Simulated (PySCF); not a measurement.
# Excitation energy of Lu⁺ by level of theory

Lu⁺ [Xe] 4f14 6s2 (1S) → Lu⁺ [Xe] 4f14 6s1 6p1 (3P), as a difference of total energies. Calculation: PySCF 2.14, in x2c-TZVPPall; scalar relativity by spin-free X2C-1e. Correlated levels: valence: [Kr] 4d10 frozen. The calculations carry no spin-orbit coupling.

Order these methods by the excitation energy they give, lowest first.
A. CCSD(T) (valence)
B. CCSD (valence)
C. UHF
D. SCS-MP2 (valence)

C (2.693 eV), B (3.726 eV), A (3.827 eV), D (3.901 eV).

Errors of the correlated levels include the incompleteness of this basis and the frozen core.

The basis was made for the ground configuration and has no added diffuse functions, so the excitation energy can come out too high.

For comparison: 3.789 eV (measured; NIST levels, between the centres of gravity of the two terms).
